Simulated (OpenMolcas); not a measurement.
Ba II: from CASSCF to CASPT2

```
Program             : OpenMolcas 26.06
Basis               : ANO-RCC-VDZP [7s6p3d1f]
Scalar Hamiltonian  : DKH2, point nucleus
Active space        : 1 electron in 8 orbitals (6s 6p 7s 7p)
State averaging     : 2S+1 = 2 even, 1 root; 2S+1 = 2 odd, 3 roots
Spin-orbit coupling : state interaction with AMFI integrals over the reference wave functions, term energies averaged over their components
```

Methods on the same reference wave functions:
A. CASSCF
B. SS-CASPT2, IPEA 0.25 Eh, imaginary shift 0.1 Eh (closed shells correlated: 5s 5p)

Energies in cm-1 above 6s 2S 1/2, the measured ground level; measured values from NIST Handbook of Basic Atomic Spectroscopic Data.

```tsv
Level	A	B	Measured
6s 2S 1/2	0.0	0.0	0.0
6p 2P* 1/2	19445	20696	20262
6p 2P* 3/2	20624	21875	21952
```

Deviations, from unrounded energies. A percentage is the sum of absolute deviations over the sum of measured energies, with the sign that they share, or ± where signs differ.

```csv
Against measurement,Levels,A,B
mean absolute deviation (cm-1),2,1100,260
other configurations (%),2,-5.1,±1.2
```

B lies closest to measurement on these levels. The largest miss of B in the table is 6p 2P* 1/2, by +430 cm-1. The ranking rests on the paired levels alone, and a cruder setting can come out closer through cancelling errors.

The lowest spin-free term lies below A's lowest term by 0.048 hartree in B.

With one active electron outside closed inactive shells, the extra shells (7p 7s) add no correlation to the reference. ANO sets are built for ground and valence states and can reach diffuse excited orbitals poorly. With one active electron the reference holds no correlation, so core polarisation is missing (holds for A). With one active electron, CASPT2 adds the correlation within the correlated inactive shells and between them and that electron, and leaves the splitting within a term as the reference gives it (holds for B). Measured partners are found by configuration, term and J. A level has none where our copy of the source lacks it or the pairing is in doubt (some pairs that miss far off the trend of their configuration count as doubtful), and it then counts in no deviation. Only configurations of the active space appear.

* marks odd parity.
